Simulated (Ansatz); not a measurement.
A CCSD(T) single point on `N=C1N[Si]1(N)F`.

```yaml
crystal:
  periodic: [false, false, false]
  atoms:
    - {symbol: N, position_ang: [0.704915, -1.997827, -1.332562]}
    - {symbol: C, position_ang: [0.203602, -1.092927, -0.616690]}
    - {symbol: N, position_ang: [-0.037608, -1.076197, 0.769812]}
    - {symbol: Si, position_ang: [-0.540711, 0.397203, 0.129248]}
    - {symbol: N, position_ang: [0.153086, 1.849684, 0.605285]}
    - {symbol: F, position_ang: [-2.087199, 0.723737, -0.015787]}
    - {symbol: H, position_ang: [0.752198, -1.707385, -2.304288]}
    - {symbol: H, position_ang: [0.133403, -1.819748, 1.433588]}
    - {symbol: H, position_ang: [-0.333658, 2.726820, 0.537746]}
    - {symbol: H, position_ang: [1.135070, 1.945540, 0.796449]}
basis:
  gaussian: {orbitals: def2-TZVPP}
correlation: {method: ccsd_t}
output: {orbitals: {seedname: orbitals}}
```

```sh
$ ansatz run in.yaml --threads 4 --pin off --events-out ev --progress --plain
```

Output of Ansatz, abridged:

```
Functional definition: HF
1542 factors; integrals over basis functions are off by at most 1.3e-3 eV
mean field evaluation 1: about -16106.8703 eV, gradient 5.3e1 eV
mean field evaluation 2: about -16107.1731 eV, gradient 5.3e1 eV
mean field evaluation 4: about -16112.5829 eV, gradient 4.6e0 eV
mean field evaluation 8: about -16112.6824 eV, gradient 4.8e-1 eV
mean field evaluation 16: about -16112.6846 eV, gradient 1.9e-6 eV
mean field -16112.68460301 eV, -592.1302375906 hartree, gradient 1.9e-6 eV, S^2 0.000000; 0 other end points of the search recorded, 0 dependent functions left out
10 core orbitals not correlated: weight in the atoms' cores, before any rotation towards them, 1.000 or more for the frozen orbitals, at most 0.000 for the correlated occupied ones
reference -16112.68460301 eV, -592.1302375906 hartree; 17, 17 occupied and 226, 226 virtual orbitals, 1542 factors
second order -30.74724030 eV of doubles, -0.00000000 eV of singles
cycle   1  -30.36973123 eV  change    3.8e-1 eV  update   1.2e-1
cycle   2  -31.06450920 eV  change   -6.9e-1 eV  update   3.7e-2
cycle   3  -31.23673600 eV  change   -1.7e-1 eV  update   1.9e-2
cycle   4  -31.21700614 eV  change    2.0e-2 eV  update   4.9e-3
cycle   5  -31.21398105 eV  change    3.0e-3 eV  update   2.4e-3
cycle   6  -31.21537985 eV  change   -1.4e-3 eV  update   7.9e-4
cycle   7  -31.21497848 eV  change    4.0e-4 eV  update   3.2e-4
cycle   8  -31.21476635 eV  change    2.1e-4 eV  update   1.0e-4
cycle   9  -31.21479240 eV  change   -2.6e-5 eV  update   4.5e-5
cycle  10  -31.21480993 eV  change   -1.8e-5 eV  update   1.8e-5
perturbative correction -1.32864995 eV, -0.0488269852 hartree
Total energy: -16145.22806289 eV, -593.3261876825 hartree
```

Hardware: 4 threads of a server CPU on a shared host. Wall time 3.3 min, peak host memory 5.8 GiB.

Correlation energy per correlated electron: -0.957 eV. T1 diagnostic: 0.0138.
